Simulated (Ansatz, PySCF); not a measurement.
Pulling on the O3–H4 bond in BeFHO (SMILES [OH][Be][F]) (multiplicity 1 held, fragments rigid). Energies count from the point at 0.954 Å.
Geometry at that point (charge 0, multiplicity 1):
```xyz
4

Be     0.02934     0.01482    -0.02556
F      0.98280     0.52801    -0.89505
O     -0.99865    -0.46737     0.82454
H     -0.97341    -1.07241     1.56141
```

Unrestricted levels (U-) break spin symmetry where that is lower. Active spaces are followed from a long bond inwards. Curves can end on different states.

Cores are frozen in the correlated methods. Rows in 3-21G carry no dispersion term and start afresh at each structure.

The values were computed with Ansatz (Gaussian orbitals); PySCF for 3-21G rows. Each number belongs to the level named beside it.

Problem. Give the energy at R = 3.052 Å at the level R-HF/3-21G.

Solution. 934 kJ/mol

Doubts at one or more of the structures used: a restricted determinant that unrestricted orbitals would lower (R-HF/3-21G).

Ansatz is a quantum-chemistry and plane-wave program.
